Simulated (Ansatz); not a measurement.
Basis-set extrapolation for BH₆NOSi, SMILES `BN[SiH2]O` (PBE0-D4/def2-TZVP geometry, frozen core, Ansatz 0.2.0). Multiplicity 1, RHF reference.

|  | def2-TZVPP | def2-QZVPP |
| --- | --- | --- |
| HF | -446.616646 | -446.634076 |
| MP2 correlation | -0.679320 | -0.730263 |
| CCSD(T) correlation | -0.740982 | not run |

Energies in hartree. Use E(X) = E(∞) + A·exp(−7.88·√X) for Hartree–Fock and E(X) = E(∞) + B·X^(−2.97) for correlation, with X = 3 and 4, and add CCSD(T) minus MP2 of the smaller set to the MP2 limit.

Question: What is the CCSD(T) energy at the basis-set limit?

Answer: HF limit: -446.634076 + (-0.017430) × 0.13774 = -446.63648. MP2 limit: -0.730263 + (-0.050943) × 0.74074 = -0.76800. Higher-order term: -0.740982 − (-0.679320) = -0.06166. Total: -447.46614 hartree, 284.9 kJ/mol below CCSD(T)/def2-TZVPP.
